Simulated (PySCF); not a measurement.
Si(H)2(I)(Me) (CH5ISi), SMILES I[SiH2]C. Geometry optimised at B3LYP-D3(BJ)/def2-SVP. The def2 effective core potentials stand for the cores of I; spin–orbit coupling is left out.

Computed equilibrium geometry at B3LYP-D3(BJ)/def2-SVP (PySCF confirms it by a frequency run) as bond lengths and angles, and its point group:
point group Cs.
Atoms: Si1 C2 I3 H4 H5 H6 H7 H8. Bonds (Å): Si1–C2 1.875, Si1–I3 2.481, Si1–H4 1.488, Si1–H5 1.488, C2–H6 1.101, C2–H7 1.103, C2–H8 1.101. Angles (°): C2–Si1–I3 109.5, C2–Si1–H4 111.8, C2–Si1–H5 111.8, I3–Si1–H4 107.0, I3–Si1–H5 107.0, H4–Si1–H5 109.6, Si1–C2–H6 110.7, Si1–C2–H7 109.9, Si1–C2–H8 110.7, H6–C2–H7 108.6, H6–C2–H8 108.4, H7–C2–H8 108.6.
